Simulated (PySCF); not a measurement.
CH₄ClF₂NSi, SMILES CN[Si](F)(F)Cl. Atoms are numbered in the order given.

```xyz
10

C     -2.3636     0.1525     0.7130
N     -0.9865     0.4601     1.0676
Si     0.3757     0.2671     0.0947
F      1.6751     0.1917     1.0403
F      0.6731     1.4743    -0.9317
Cl     0.2210    -1.4091    -1.0499
H     -2.8579    -0.4283     1.5089
H     -2.3795    -0.4640    -0.1977
H     -2.9631     1.0588     0.5190
H     -0.8626     0.9198     1.9637
```

Geometry optimised at ωB97X-D3(BJ)/def2-SVP. The structure was generated by enumeration, and PubChem lists no compound with its InChIKey, so it may never have been made. Other conformers were not sampled.

Vertical ionisation energy (IE) and electron affinity (EA) in eV. Rows of orbital energies are one-electron estimates. Where ΔSCF, EOM or ADC give a negative EA the extra electron is unbound and the value depends on the basis.

| level | IE | EA |
|---|---|---|
| −ε(HOMO), −ε(LUMO), PBE0/def2-TZVP (PySCF) | 7.79 | -0.52 |
| −ε(HOMO), −ε(LUMO), PBE/def2-TZVP (PySCF) | … | … |

**Question.** What belongs in the gaps? (An estimate is asked for; the answer gives what the named calculation found.)

**Answer.** 
- −ε(HOMO), −ε(LUMO), PBE/def2-TZVP (PySCF), IE: 6.32
- −ε(HOMO), −ε(LUMO), PBE/def2-TZVP (PySCF), EA: 0.41
